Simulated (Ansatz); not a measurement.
Cartesian coordinates in Å:
```
S 1.5147 0.1618 1.9179
B 1.0572 0.4549 0.2365
Si 0.1355 -0.9856 -0.7826
Sb -2.3738 -0.3591 -0.7740
H 1.9735 1.3823 2.2523
H 1.2353 1.5296 -0.2496
H 0.2467 -2.3465 -0.1880
H 0.5531 -1.0528 -2.2101
H -2.0104 1.2771 -1.1107
H -2.3318 -0.0616 0.9083
```

Total charge 0; spin multiplicity 1. Sb: def2 effective core potential.

List the CAM-B3LYP/def2-TZVPP orbital energies in eV (the Gaussian-basis code of Ansatz). (An estimate is asked.)

Ansatz gave: Occupied: -2420.28, -1800.75, -218.33, -186.25, -162.91, -162.78, -162.77, -157.29, -145.38, -109.11, -109.08, -108.98, -100.72, -100.69, -100.66, -37.14, -37.11, -37.03, -37.00, -36.94, -22.84, -18.23, -16.42, -14.70, -13.68, -11.51, -10.85, -10.64, -10.20, -9.83, -9.58, -8.08. Lowest empty: -0.79, 0.79, 0.81, 1.25, 1.38, 2.16, 2.63, 2.76.
